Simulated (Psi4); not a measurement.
I2Si (SMILES I[Si]I), singlet, at a GFN2-xTB geometry (core potentials on I); HF/def2-TZVP run with Psi4.

Psi4 was given this input:
```
memory 2 GB

molecule {
0 1
Si    0.04167225    0.03290229    1.37678675
I     1.01785843   -1.66852544   -0.17304427
I    -1.02886620    1.65983427   -0.19063525
}

set {
  basis def2-tzvp
}

energy('scf')
print_variables()
```

Q: Write the output that Psi4 gives for this input, abridged.

A: 
```
   => Loading Basis Set <=

    Name: DEF2-TZVP
    Role: ORBITAL
    Keyword: BASIS

    !!!  WARNING: ECP capability is in beta. Please check occupations closely.  !!!

         ---------------------------------------------------------
                                   SCF
               by Justin Turney, Rob Parrish, Andy Simmonett
                          and Daniel G. A. Smith
                              RHF Reference
         ---------------------------------------------------------

  ==> Geometry <==

    Molecular point group: c2v
    Full point group: C2v

    Geometry (in Angstrom), charge = 0, multiplicity = 1:

       Center              X                  Y                   Z               Mass
    ------------   -----------------  -----------------  -----------------  -----------------
         SI           0.000000000000     0.000000000000     1.404922861712    27.976926534650
         I            0.000000000000    -1.953674071639    -0.154862248353   126.904471900000
         I           -0.000000000000     1.953674071639    -0.154862248353   126.904471900000

  Running in c2v symmetry.

  Rotational constants: A =      0.27497  B =      0.01740  C =      0.01637 [cm^-1]
  Rotational constants: A =   8243.27801  B =    521.68224  C =    490.63220 [MHz]
  Nuclear repulsion =  232.816880090384132

  Charge       = 0
  Multiplicity = 1
  Electrons    = 64
  Nalpha       = 32
  Nbeta        = 32

  ==> Algorithm <==

  SCF Algorithm Type is DF.
  DIIS enabled.
  MOM disabled.
  Fractional occupation disabled.
  Guess Type is SAD.
  Energy threshold   = 1.00e-06
  Density threshold  = 1.00e-06
  Integral threshold = 1.00e-12

  ==> Primary Basis <==

  Basis Set: DEF2-TZVP
    Blend: DEF2-TZVP
    Number of shells: 45
    Number of basis functions: 137
    Number of Cartesian functions: 160
    Spherical Harmonics?: true
    Max angular momentum: 3

  Core potential: DEF2-TZVP
    Number of shells: 8
    Number of ECP primitives: 58
    Number of ECP core electrons: 56
    Max angular momentum: 3

   => Loading Basis Set <=

    Name: (DEF2-TZVP AUX)
    Role: JKFIT
    Keyword: DF_BASIS_SCF

  ==> Integral Setup <==

  SCF_SUBTYPE=INCORE selected. In-core MEM_DF algorithm will be used.
  Using in-core AOs.

  ==> MemDFJK: Density-Fitted J/K Matrices <==

    J tasked:                   Yes
    K tasked:                   Yes
    wK tasked:                   No
    Algorithm:                 Core
    Schwarz Cutoff:           1E-12
[...]
   @DF-RHF iter   2:  -882.27041520443777   -1.64587e-01   5.19667e-03 DIIS/ADIIS
   @DF-RHF iter   3:  -882.30907608290306   -3.86609e-02   5.26300e-04 DIIS/ADIIS
   @DF-RHF iter   4:  -882.31044330541749   -1.36722e-03   2.83236e-04 DIIS/ADIIS
   @DF-RHF iter   5:  -882.31076843968310   -3.25134e-04   9.63285e-05 DIIS
   @DF-RHF iter   6:  -882.31085115589940   -8.27162e-05   3.37356e-05 DIIS
   @DF-RHF iter   7:  -882.31086639982311   -1.52439e-05   1.57280e-05 DIIS
   @DF-RHF iter   8:  -882.31086937094108   -2.97112e-06   5.88184e-06 DIIS
   @DF-RHF iter   9:  -882.31086981523208   -4.44291e-07   1.22425e-06 DIIS
   @DF-RHF iter  10:  -882.31086982994748   -1.47154e-08   1.73454e-07 DIIS
  Energy and wave function converged.

  ==> Post-Iterations <==

    Orbital Energies [Eh]
    ---------------------

    Doubly Occupied:

[...]
    Virtual:

[...]
    Final Occupation by Irrep:
             A1    A2    B1    B2
    DOCC [    13,    4,    5,   10 ]
    NA   [    13,    4,    5,   10 ]
    NB   [    13,    4,    5,   10 ]

  @DF-RHF Final Energy:  -882.31086982994748

   => Energetics <=

    Nuclear Repulsion Energy =            232.8168800903841316
    One-Electron Energy =               -1900.8458773893380567
    Two-Electron Energy =                 785.7181274690065038
    Total Energy =                       -882.3108698299474781

Computation Completed

Properties will be evaluated at   0.000000,   0.000000,   0.000000 [a0]

Properties computed using the SCF density matrix

 Multipole Moments:

 ------------------------------------------------------------------------------------
     Multipole            Electronic (a.u.)      Nuclear  (a.u.)        Total (a.u.)
 ------------------------------------------------------------------------------------

 L = 1.  Multiply by 2.5417464519 to convert [e a0] to [Debye]
 Dipole X            :          0.0000000            0.0000000            0.0000000
 Dipole Y            :          0.0000000            0.0000000            0.0000000
 Dipole Z            :        -22.1051617           22.5365103            0.4313486
 Magnitude           :                                                    0.4313486

 ------------------------------------------------------------------------------------

  Variable Map:
  ----------------------------------------------------------------------------
[...]
  Array Variable Map:
  ----------------------------------------------------------------------------
[...]
[...]
```
